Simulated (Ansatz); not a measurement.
K₃I₂⁺, relaxed as a singlet with RKS r2SCAN-D4/def2-SVP in Ansatz, starting from the GFN1-xTB geometry. Force threshold 0.02 eV/Å.

In the def2 sets I takes a core potential; there is no spin–orbit coupling. The structure comes from a short search, and lower isomers may exist.

Start:

```xyz
5

K    -1.592    1.157    0.104
K     2.054    0.616   -3.966
K     0.287   -1.663    1.891
I     0.881   -0.660   -1.292
I    -1.630    0.550    3.263
```

```
step  energy (eV)  largest force component (eV/Å)  SCF passes
   1  -65175.6763                           0.406          14
   2  -65175.7855                           0.270          16
   3  -65175.8743                           0.095          17
   4  -65175.9086                           0.082          16
   5  -65175.9181                           0.096          16
   6  -65175.9240                           0.109          15
   7  -65175.9310                           0.074          16
   8  -65175.9328                           0.027          16
   9  -65175.9337                           0.004          17
  10  -65175.9340                           0.011          16
  11  -65175.9341                           0.009          17
  12  -65175.9341                           0.002          17
```

Force components are those of the run's own axes.

End:

```csv
atom,x (Å),y (Å),z (Å)
K1,-2.010,1.664,0.286
K2,2.294,-0.034,-4.037
K3,0.773,-1.645,1.897
I4,0.688,-0.002,-1.197
I5,-1.745,0.017,3.052
```

By distances, no bond broke or formed. The bond that changes most is K1–I4, from 3.37 to 3.50 Å (atoms count from 1). The end is the same structure that another start reached.

The force fell under the threshold at step 9, but the optimiser went on. No frequencies were taken in this run, so the end may be a saddle point.

Hardware: 4 threads of Intel Xeon on a shared host. Wall time 62 s.
